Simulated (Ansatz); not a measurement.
A short molecular-dynamics run on CH$_{4}$BNOSi, SMILES `OB1C=N[SiH2]1`.

```yaml
crystal:
  periodic: [false, false, false]
  atoms:
    - {symbol: O, position_ang: [-0.310790, 1.821900, -1.087691]}
    - {symbol: B, position_ang: [-0.050806, 0.664159, -0.467558]}
    - {symbol: C, position_ang: [0.994928, -0.468653, -0.823189]}
    - {symbol: N, position_ang: [0.873297, -1.396192, 0.070446]}
    - {symbol: Si, position_ang: [-0.439300, -0.627130, 1.045165]}
    - {symbol: H, position_ang: [-1.001703, 2.344498, -0.671339]}
    - {symbol: H, position_ang: [1.731677, -0.576492, -1.630169]}
    - {symbol: H, position_ang: [-0.029047, -0.356720, 2.452059]}
    - {symbol: H, position_ang: [-1.679656, -1.451670, 1.095277]}
basis:
  gaussian: {orbitals: "6-31G*"}
hamiltonian: {xc: {name: r2SCAN}}
md: {timestep: 2 fs, n_steps: 30, ensemble: nvt_langevin, temperature: 500, initial_velocities: maxwell_boltzmann, friction: 0.01, seed: 740}
```

```sh
$ ansatz run in.yaml --threads 2 --pin off --events-out ev --progress --plain --max-ram 4352MiB
```

| step | time (fs) | potential energy (eV) | kinetic (eV) | T (K) | conserved (eV) |
| --- | --- | --- | --- | --- | --- |
| 0 | 0.0 | -13188.4375 | 0.5170 | 444 | – |
| 1 | 2.0 | -13188.3880 | 0.4119 | 354 | – |
| 2 | 4.0 | -13188.3107 | 0.2963 | 255 | – |
| 3 | 6.0 | -13188.2540 | 0.2902 | 249 | – |
| 4 | 8.0 | -13188.2050 | 0.2211 | 190 | – |
| 5 | 10.0 | -13188.1928 | 0.2456 | 211 | – |
| 6 | 12.0 | -13188.1900 | 0.2885 | 248 | – |
| 7 | 14.0 | -13188.2263 | 0.3731 | 321 | – |
| 8 | 16.0 | -13188.1866 | 0.3491 | 300 | – |
| 9 | 18.0 | -13188.0674 | 0.2733 | 235 | – |
| 10 | 20.0 | -13188.0434 | 0.2320 | 199 | – |
| 11 | 22.0 | -13188.1127 | 0.3199 | 275 | – |
| 12 | 24.0 | -13188.1975 | 0.3221 | 277 | – |
| 13 | 26.0 | -13188.2014 | 0.3114 | 268 | – |
| 14 | 28.0 | -13188.2361 | 0.3614 | 311 | – |
| 15 | 30.0 | -13188.2413 | 0.3551 | 305 | – |
| 16 | 32.0 | -13188.2476 | 0.3471 | 298 | – |
| 17 | 34.0 | -13188.2139 | 0.3225 | 277 | – |
| 18 | 36.0 | -13188.2548 | 0.3317 | 285 | – |
| 19 | 38.0 | -13188.2802 | 0.3550 | 305 | – |
| 20 | 40.0 | -13188.3247 | 0.3837 | 330 | – |
| 21 | 42.0 | -13188.2987 | 0.3969 | 341 | – |
| 22 | 44.0 | -13188.2773 | 0.3799 | 327 | – |
| 23 | 46.0 | -13188.2078 | 0.3631 | 312 | – |
| 24 | 48.0 | -13188.1736 | 0.3422 | 294 | – |
| 25 | 50.0 | -13188.1227 | 0.3364 | 289 | – |
| 26 | 52.0 | -13188.1498 | 0.3578 | 308 | – |
| 27 | 54.0 | -13188.1071 | 0.3186 | 274 | – |
| 28 | 56.0 | -13188.0917 | 0.2773 | 238 | – |
| 29 | 58.0 | -13188.1136 | 0.3093 | 266 | – |
| 30 | 60.0 | -13188.2069 | 0.4318 | 371 | – |

Velocities are drawn at the set temperature; a run this short doesn't reach equilibrium.

Frames (Å, forces in eV/Å):

```xyz
9
time=0.0 fs
O    -0.311    1.822   -1.088    0.283    0.103   -0.427
B    -0.051    0.664   -0.468   -0.035   -0.060    0.090
C     0.995   -0.469   -0.823   -0.039    0.571   -0.413
N     0.873   -1.396    0.070    0.206   -0.780    0.376
Si   -0.439   -0.627    1.045   -0.232    0.122    0.186
H    -1.002    2.344   -0.671   -0.296    0.157    0.232
H     1.732   -0.576   -1.630    0.147   -0.048   -0.139
H    -0.029   -0.357    2.452    0.013   -0.012    0.072
H    -1.680   -1.452    1.095   -0.047   -0.053    0.021
9
time=2.0 fs
O    -0.313    1.829   -1.090    0.938   -0.768   -0.522
B    -0.033    0.657   -0.469   -0.874    0.915    0.138
C     0.981   -0.459   -0.840    0.654   -0.551   -0.467
N     0.882   -1.405    0.065    0.121    0.135   -0.339
Si   -0.442   -0.627    1.061    0.103    0.069   -0.558
H    -1.014    2.363   -0.731   -0.613    0.280    0.566
H     1.690   -0.559   -1.710   -0.326   -0.069    0.641
H    -0.042   -0.381    2.443    0.225    0.132    0.615
H    -1.658   -1.467    1.138   -0.227   -0.143   -0.073
9
time=4.0 fs
O    -0.313    1.831   -1.096    0.254   -0.454   -0.049
B    -0.021    0.652   -0.466   -1.442    1.517    0.147
C     0.971   -0.452   -0.859    0.536   -1.229    0.232
N     0.891   -1.411    0.059    0.009    0.816   -0.865
Si   -0.445   -0.627    1.076    0.488    0.068   -0.964
H    -1.044    2.389   -0.773    0.293   -0.488    0.260
H     1.634   -0.538   -1.753   -0.066   -0.204    0.532
H    -0.039   -0.395    2.447    0.313    0.194    0.829
H    -1.637   -1.483    1.173   -0.384   -0.221   -0.124
9
time=6.0 fs
O    -0.315    1.829   -1.101    0.552   -0.832   -0.053
B    -0.016    0.650   -0.460   -1.675    1.743    0.021
C     0.962   -0.450   -0.879   -0.162   -1.362    1.485
N     0.900   -1.414    0.052   -0.112    1.179   -1.152
Si   -0.446   -0.628    1.088    0.751   -0.025   -0.685
H    -1.050    2.386   -0.806    0.068   -0.317    0.424
H     1.573   -0.512   -1.771    0.634   -0.421   -0.271
H    -0.017   -0.390    2.477    0.155    0.106    0.374
H    -1.632   -1.509    1.198   -0.213   -0.070   -0.142
9
time=8.0 fs
O    -0.318    1.824   -1.104    1.010   -1.227   -0.164
B    -0.019    0.650   -0.452   -1.573    1.583   -0.169
C     0.951   -0.451   -0.894   -0.482   -1.219    1.990
N     0.907   -1.416    0.042   -0.236    1.298   -1.197
Si   -0.448   -0.628    1.099    0.919   -0.234   -0.096
H    -1.050    2.365   -0.817   -0.465    0.144    0.626
H     1.531   -0.491   -1.799    0.826   -0.531   -0.475
H     0.017   -0.373    2.522   -0.130   -0.049   -0.369
H    -1.634   -1.549    1.217    0.131    0.234   -0.146
9
time=10.0 fs
O    -0.320    1.815   -1.107    0.235   -0.536    0.098
B    -0.028    0.654   -0.447   -1.239    1.070   -0.291
C     0.941   -0.457   -0.904   -0.185   -0.841    1.202
N     0.912   -1.416    0.029   -0.363    1.144   -0.934
Si   -0.449   -0.628    1.108    1.081   -0.464    0.252
H    -1.063    2.354   -0.797    0.128   -0.205    0.323
H     1.517   -0.485   -1.847    0.319   -0.516    0.351
H     0.048   -0.364    2.556   -0.329   -0.139   -0.840
H    -1.626   -1.592    1.238    0.354    0.487   -0.161
9
time=12.0 fs
O    -0.322    1.803   -1.111   -0.496    0.166    0.383
B    -0.040    0.658   -0.441   -0.793    0.445   -0.458
C     0.932   -0.464   -0.912   -0.097   -0.203    0.481
N     0.918   -1.410    0.010   -0.515    0.666   -0.299
Si   -0.448   -0.628    1.116    1.313   -0.632    0.234
H    -1.069    2.342   -0.762    0.612   -0.450   -0.021
H     1.509   -0.497   -1.876    0.026   -0.429    0.774
H     0.070   -0.365    2.564   -0.376   -0.128   -0.909
H    -1.598   -1.627    1.263    0.326    0.565   -0.184
9
time=14.0 fs
O    -0.324    1.790   -1.114   -0.709    0.507    0.482
B    -0.052    0.660   -0.433   -0.296   -0.181   -0.699
C     0.924   -0.470   -0.922   -0.325    0.609    0.214
N     0.922   -1.402   -0.014   -0.669   -0.090    0.686
Si   -0.444   -0.629    1.124    1.616   -0.618   -0.235
H    -1.055    2.319   -0.721    0.528   -0.268   -0.167
H     1.507   -0.522   -1.868    0.105   -0.284    0.425
H     0.074   -0.371    2.541   -0.224   -0.029   -0.529
H    -1.550   -1.637    1.284   -0.025    0.353   -0.176
9
time=16.0 fs
O    -0.327    1.777   -1.114   -0.148    0.301    0.126
B    -0.064    0.661   -0.425    0.214   -0.841   -0.932
C     0.915   -0.476   -0.932   -0.646    1.379    0.145
N     0.926   -1.394   -0.036   -0.798   -0.907    1.795
Si   -0.437   -0.631    1.133    1.793   -0.524   -1.095
H    -1.019    2.282   -0.680   -0.361    0.531    0.141
H     1.510   -0.564   -1.842    0.341   -0.090   -0.276
H     0.059   -0.376    2.503    0.102    0.145    0.243
H    -1.498   -1.639    1.296   -0.497    0.006   -0.146
9
time=18.0 fs
O    -0.331    1.765   -1.113   -0.023    0.467   -0.108
B    -0.074    0.661   -0.421    0.604   -1.437   -1.012
C     0.904   -0.479   -0.940   -0.513    1.718   -0.341
N     0.928   -1.386   -0.051   -0.874   -1.500    2.673
Si   -0.425   -0.633    1.140    1.599   -0.626   -1.940
H    -0.993    2.255   -0.635   -0.774    0.971    0.272
H     1.523   -0.615   -1.829    0.212    0.183   -0.439
H     0.043   -0.386    2.476    0.434    0.326    1.044
H    -1.468   -1.648    1.302   -0.665   -0.102   -0.150
9
time=20.0 fs
O    -0.338    1.756   -1.111   -1.412    1.788    0.826
B    -0.080    0.658   -0.421    0.633   -1.602   -0.893
C     0.892   -0.477   -0.951    0.004    1.328   -0.800
N     0.925   -1.380   -0.059   -0.830   -1.563    2.826
Si   -0.412   -0.636    1.146    1.271   -0.772   -2.053
H    -1.001    2.271   -0.580    0.535   -0.049   -0.777
H     1.537   -0.652   -1.837   -0.217    0.451   -0.079
H     0.044   -0.396    2.483    0.498    0.345    1.128
H    -1.464   -1.661    1.306   -0.480    0.074   -0.178
9
time=22.0 fs
O    -0.352    1.753   -1.109   -1.536    1.950    1.126
B    -0.079    0.651   -0.426    0.316   -1.180   -0.796
C     0.881   -0.471   -0.964    0.366    0.361   -0.418
N     0.920   -1.375   -0.055   -0.669   -1.080    2.194
Si   -0.397   -0.641    1.151    1.134   -0.668   -1.373
H    -0.991    2.293   -0.554    0.778   -0.396   -1.022
H     1.537   -0.671   -1.846   -0.421    0.565    0.074
H     0.058   -0.394    2.525    0.276    0.193    0.402
H    -1.468   -1.669    1.306   -0.242    0.254   -0.187
9
time=24.0 fs
O    -0.371    1.757   -1.105   -0.008    0.398    0.162
B    -0.075    0.640   -0.432   -0.154   -0.383   -0.797
C     0.870   -0.464   -0.979    0.476   -0.565    0.464
N     0.915   -1.369   -0.046   -0.415   -0.526    1.267
Si   -0.381   -0.647    1.153    0.979   -0.457   -0.546
H    -0.956    2.291   -0.568   -0.538    0.658    0.152
H     1.527   -0.665   -1.849   -0.350    0.479   -0.065
H     0.073   -0.391    2.580    0.020    0.007   -0.463
H    -1.481   -1.666    1.296   -0.010    0.389   -0.174
9
time=26.0 fs
O    -0.386    1.762   -1.100    0.783   -0.534   -0.338
B    -0.072    0.630   -0.440   -0.682    0.440   -0.625
C     0.862   -0.460   -0.990    0.513   -1.149    1.129
N     0.909   -1.365   -0.035   -0.087   -0.189    0.388
Si   -0.364   -0.652    1.155    0.664   -0.230   -0.091
H    -0.948    2.314   -0.585   -1.043    1.034    0.746
H     1.514   -0.641   -1.860   -0.244    0.284   -0.132
H     0.087   -0.397    2.618   -0.103   -0.111   -0.942
H    -1.503   -1.649    1.277    0.199    0.454   -0.136
9
time=28.0 fs
O    -0.399    1.767   -1.093   -0.480    0.793    0.715
B    -0.073    0.623   -0.451   -1.139    1.017   -0.176
C     0.856   -0.461   -0.998    0.577   -1.388    1.283
N     0.902   -1.360   -0.026    0.312   -0.087   -0.345
Si   -0.347   -0.658    1.155    0.204    0.045   -0.175
H    -0.983    2.378   -0.578    0.501   -0.698   -0.432
H     1.496   -0.608   -1.887   -0.248    0.054    0.077
H     0.091   -0.404    2.618   -0.056   -0.153   -0.881
H    -1.523   -1.621    1.246    0.330    0.416   -0.065
9
time=30.0 fs
O    -0.412    1.777   -1.083   -0.600    0.996    0.622
B    -0.082    0.621   -0.460   -1.221    1.129    0.164
C     0.852   -0.465   -1.004    0.293   -1.185    1.516
N     0.896   -1.357   -0.018    0.716   -0.067   -0.947
Si   -0.330   -0.662    1.155   -0.278    0.291   -0.711
H    -1.005    2.414   -0.590    0.783   -1.117   -0.491
H     1.471   -0.570   -1.913   -0.136   -0.226    0.176
H     0.090   -0.407    2.585    0.104   -0.132   -0.373
H    -1.530   -1.592    1.204    0.341    0.311    0.044
9
time=32.0 fs
O    -0.425    1.791   -1.069    0.672   -0.331   -0.596
B    -0.097    0.627   -0.467   -0.976    0.834    0.340
C     0.851   -0.471   -1.007   -0.126   -0.742    1.691
N     0.891   -1.354   -0.011    1.052   -0.116   -1.342
Si   -0.314   -0.666    1.155   -0.635    0.535   -1.460
H    -1.006    2.405   -0.625   -0.451    0.181    0.597
H     1.447   -0.550   -1.933   -0.023   -0.426    0.226
H     0.095   -0.408    2.540    0.301   -0.062    0.375
H    -1.520   -1.566    1.158    0.186    0.127    0.169
9
time=34.0 fs
O    -0.432    1.806   -1.056    1.221   -0.787   -1.206
B    -0.114    0.638   -0.474   -0.611    0.332    0.533
C     0.848   -0.479   -1.005   -0.359   -0.208    1.354
N     0.890   -1.351   -0.010    1.255   -0.342   -1.287
Si   -0.298   -0.670    1.153   -0.817    0.781   -1.913
H    -1.028    2.397   -0.638   -1.045    0.783    1.044
H     1.427   -0.557   -1.947   -0.029   -0.467    0.347
H     0.107   -0.408    2.515    0.411   -0.019    0.852
H    -1.501   -1.546    1.117   -0.027   -0.072    0.275
9
time=36.0 fs
O    -0.435    1.818   -1.049   -0.605    1.083   -0.231
B    -0.136    0.648   -0.481   -0.194   -0.263    0.763
C     0.845   -0.486   -0.998   -0.584    0.338    0.839
N     0.895   -1.349   -0.014    1.274   -0.648   -0.846
Si   -0.283   -0.673    1.149   -0.864    0.939   -1.681
H    -1.091    2.416   -0.612    0.686   -0.813   -0.127
H     1.406   -0.581   -1.947    0.043   -0.408    0.266
H     0.134   -0.406    2.516    0.314   -0.078    0.672
H    -1.491   -1.535    1.093   -0.069   -0.150    0.346
9
time=38.0 fs
O    -0.438    1.832   -1.042   -1.169    1.375    0.087
B    -0.160    0.654   -0.486    0.234   -0.611    0.776
C     0.844   -0.490   -0.989   -0.854    0.810    0.355
N     0.906   -1.348   -0.020    1.141   -0.944   -0.188
Si   -0.271   -0.676    1.141   -0.898    0.910   -0.966
H    -1.131    2.399   -0.587    1.133   -1.000   -0.454
H     1.386   -0.610   -1.935    0.218   -0.295   -0.049
H     0.175   -0.405    2.534    0.073   -0.182    0.068
H    -1.496   -1.534    1.091    0.121   -0.065    0.371
9
time=40.0 fs
O    -0.444    1.847   -1.035   -0.156    0.169   -0.404
B    -0.184    0.655   -0.489    0.664   -0.697    0.576
C     0.842   -0.489   -0.977   -0.969    0.992   -0.108
N     0.921   -1.353   -0.026    0.858   -1.047    0.492
Si   -0.262   -0.676    1.130   -0.939    0.681   -0.217
H    -1.130    2.344   -0.572   -0.027    0.129    0.212
H     1.377   -0.647   -1.912    0.340   -0.090   -0.398
H     0.211   -0.411    2.553   -0.134   -0.219   -0.467
H    -1.504   -1.541    1.117    0.364    0.082    0.315
9
time=42.0 fs
O    -0.448    1.861   -1.031    0.534   -0.807   -0.602
B    -0.207    0.653   -0.491    1.028   -0.564    0.312
C     0.840   -0.485   -0.965   -0.722    0.721   -0.781
N     0.940   -1.361   -0.031    0.462   -0.831    0.940
Si   -0.254   -0.676    1.120   -0.960    0.356    0.207
H    -1.129    2.297   -0.540   -0.849    0.862    0.673
H     1.376   -0.686   -1.898    0.198    0.230   -0.335
H     0.240   -0.423    2.551   -0.209   -0.155   -0.619
H    -1.505   -1.548    1.159    0.518    0.189    0.206
9
time=44.0 fs
O    -0.452    1.876   -1.031   -0.731   -0.642    0.730
B    -0.226    0.647   -0.492    1.230   -0.149    0.053
C     0.838   -0.482   -0.955   -0.327    0.254   -1.420
N     0.963   -1.373   -0.034    0.023   -0.406    1.143
Si   -0.245   -0.676    1.112   -0.883    0.041    0.281
H    -1.152    2.287   -0.479    0.389    0.195   -0.356
H     1.380   -0.711   -1.895   -0.043    0.534   -0.070
H     0.269   -0.441    2.528   -0.190   -0.035   -0.468
H    -1.494   -1.552    1.201    0.531    0.207    0.106
9
time=46.0 fs
O    -0.459    1.893   -1.031   -1.412   -0.815    1.707
B    -0.239    0.642   -0.494    1.258    0.332   -0.097
C     0.834   -0.477   -0.948    0.149   -0.379   -1.719
N     0.985   -1.386   -0.036   -0.405    0.278    0.891
Si   -0.236   -0.677    1.106   -0.790   -0.186   -0.039
H    -1.162    2.292   -0.428    1.131   -0.199   -1.082
H     1.388   -0.709   -1.899   -0.279    0.712    0.257
H     0.295   -0.464    2.483   -0.019    0.143    0.058
H    -1.468   -1.551    1.243    0.367    0.114    0.025
9
time=48.0 fs
O    -0.469    1.908   -1.026   -0.688   -1.598    1.382
B    -0.245    0.640   -0.498    1.214    0.607   -0.101
C     0.832   -0.471   -0.947    0.339   -0.911   -1.255
N     1.006   -1.398   -0.033   -0.768    1.105    0.256
Si   -0.227   -0.677    1.100   -0.778   -0.317   -0.657
H    -1.137    2.292   -0.409    0.482    0.181   -0.617
H     1.386   -0.679   -1.896   -0.199    0.622    0.160
H     0.309   -0.488    2.430    0.317    0.361    0.881
H    -1.431   -1.550    1.285    0.081   -0.050   -0.049
9
time=50.0 fs
O    -0.480    1.917   -1.015    0.779   -2.508    0.048
B    -0.247    0.642   -0.505    1.108    0.546    0.118
C     0.831   -0.466   -0.948    0.141   -1.149   -0.164
N     1.025   -1.409   -0.028   -1.067    1.887   -0.478
Si   -0.221   -0.677    1.092   -0.493   -0.248   -0.659
H    -1.101    2.295   -0.409   -0.902    0.973    0.677
H     1.373   -0.620   -1.883    0.258    0.290   -0.453
H     0.325   -0.490    2.411    0.421    0.456    1.018
H    -1.387   -1.554    1.336   -0.245   -0.246   -0.106
9
time=52.0 fs
O    -0.491    1.918   -1.001   -0.121   -1.493    0.697
B    -0.243    0.649   -0.513    0.827    0.227    0.608
C     0.830   -0.462   -0.949    0.328   -1.275    0.114
N     1.041   -1.418   -0.027   -1.296    2.465   -1.057
Si   -0.219   -0.675    1.083    0.003   -0.119    0.167
H    -1.117    2.341   -0.384    0.149    0.108   -0.263
H     1.370   -0.553   -1.893    0.345    0.028   -0.375
H     0.354   -0.469    2.433    0.142    0.367    0.257
H    -1.348   -1.572    1.385   -0.377   -0.307   -0.147
9
time=54.0 fs
O    -0.504    1.912   -0.984   -0.827   -0.302    1.053
B    -0.235    0.655   -0.519    0.494   -0.161    1.125
C     0.830   -0.462   -0.949    0.699   -1.083   -0.381
N     1.052   -1.419   -0.029   -1.368    2.594   -1.254
Si   -0.218   -0.673    1.077    0.118   -0.279    1.178
H    -1.136    2.395   -0.367    1.008   -0.796   -0.987
H     1.374   -0.496   -1.913    0.159   -0.181    0.141
H     0.392   -0.441    2.472   -0.236    0.196   -0.613
H    -1.331   -1.617    1.423   -0.047    0.012   -0.262
9
time=56.0 fs
O    -0.517    1.904   -0.964   -0.162   -0.217    0.102
B    -0.230    0.658   -0.521    0.266   -0.513    1.437
C     0.832   -0.464   -0.948    0.855   -0.529   -0.958
N     1.058   -1.410   -0.034   -1.277    2.234   -1.075
Si   -0.216   -0.674    1.073    0.087   -0.461    1.778
H    -1.120    2.423   -0.385    0.429   -0.570   -0.328
H     1.387   -0.454   -1.922    0.015   -0.345    0.472
H     0.434   -0.413    2.491   -0.480    0.064   -1.060
H    -1.316   -1.664    1.457    0.268    0.338   -0.368
9
time=58.0 fs
O    -0.530    1.894   -0.943    1.152   -0.966   -1.387
B    -0.225    0.658   -0.516    0.141   -0.806    1.511
C     0.836   -0.466   -0.951    0.732    0.199   -1.287
N     1.060   -1.394   -0.042   -1.112    1.548   -0.593
Si   -0.214   -0.674    1.074    0.130   -0.464    1.732
H    -1.094    2.431   -0.411   -0.857    0.481    0.957
H     1.407   -0.433   -1.915    0.006   -0.407    0.415
H     0.457   -0.388    2.468   -0.471    0.034   -0.955
H    -1.293   -1.682    1.487    0.279    0.381   -0.393
9
time=60.0 fs
O    -0.541    1.879   -0.922    0.705   -0.036   -1.275
B    -0.221    0.657   -0.505    0.058   -1.159    1.504
C     0.840   -0.466   -0.960    0.361    0.868   -1.174
N     1.057   -1.375   -0.052   -0.874    0.748   -0.009
Si   -0.213   -0.675    1.076    0.184   -0.272    1.141
H    -1.095    2.454   -0.399   -0.438    0.009    0.615
H     1.429   -0.424   -1.892    0.196   -0.381   -0.069
H     0.451   -0.352    2.416   -0.223    0.074   -0.433
H    -1.262   -1.674    1.501    0.030    0.151   -0.300
```

Run time 89 s (2 threads of an Arm Neoverse V1 on a shared host); peak host memory 0.4 GiB.
